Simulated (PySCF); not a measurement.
Two-component Hartree-Fock for Gd³⁴⁺ (gadolinium, charge +34)

Start: [Ar] 3d10 4s2. Calculated with PySCF 2.14 in an even-tempered Gaussian basis (19 s from 1.5 bohr⁻², ratio 2.6; 15 p from 1.9 bohr⁻², ratio 2.6; 10 d from 1.9 bohr⁻², ratio 2.6; 6 f from 2 bohr⁻², ratio 2.8): generalised Hartree-Fock with the X2C-1e Hamiltonian and a Gaussian nucleus; spin-orbit coupling (SO) screened by Boettger's factors.

```csv
spinor shell,electrons,"ε, screened SO (eV)",weight of nominal j (screened SO),"rms radius, screened SO (bohr)"
1s1/2,2,-51864.8,1.000,0.0249
2s1/2,2,-9802.1,1.000,0.101
2p1/2,2,-9364.0,1.000,0.0862
2p3/2,4,-8660.9,1.000,0.0925
3s1/2,2,-3197.5,1.000,0.256
3p1/2,2,-3007.2,1.000,0.247
3p3/2,4,-2854.2,1.000,0.260
3d3/2,4,-2539.5,1.000,0.230
4s1/2,2,-1479.3,1.000,0.525
```

(1) Where does 3d5/2 lie, and what is the 3d spin-orbit splitting (screened SO)?

```tsv
quantity	screened SO
E (hartree)	-10617.38703
M_J	0
⟨J²⟩	0.000
⟨L²⟩	0.033
⟨S²⟩	0.033
```

Breit and QED terms are absent; they matter most for the inner s and p1/2 levels.

Densities and radii are taken from the X2C orbitals without a picture-change correction, which distorts them close to the nucleus.

Results:

(1) At -2506.3 eV, 33.228 eV above 3d3/2.
